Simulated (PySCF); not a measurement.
# Working out the excitation energy of Si

Si [Ne] 3s2 3p2 (3P) → Si [Ne] 3s1 3p2 4s1 (5P). All numbers are calculated (PySCF 2.14, the non-relativistic Hamiltonian (point nucleus), in aug-cc-pV(T+d)Z). Frozen: [Ne]. Energies in hartree (1 hartree = 27.21139 eV):

```tsv
part	Si (lower)	Si (upper)
UHF	-288.856691	-288.540552
CCSD correlation	-0.074873	-0.023927
(T)	-0.002585	-0.000432
```

Task: What does Hartree-Fock give?

Result: (-288.540552) − (-288.856691) = 0.316139 hartree = 8.603 eV.

Task: What do CCSD and CCSD(T) give?

Result: The CCSD correlation energies differ by 0.050946 hartree = 1.386 eV and the triples by 0.002153 hartree = 0.059 eV, so CCSD gives 9.989 eV and CCSD(T) 10.048 eV.

The upper state lies above the first ionisation limit, but in LS coupling its spin forbids autoionisation to the ground ion. A Rydberg-like electron needs more diffuse functions than a valence basis has.
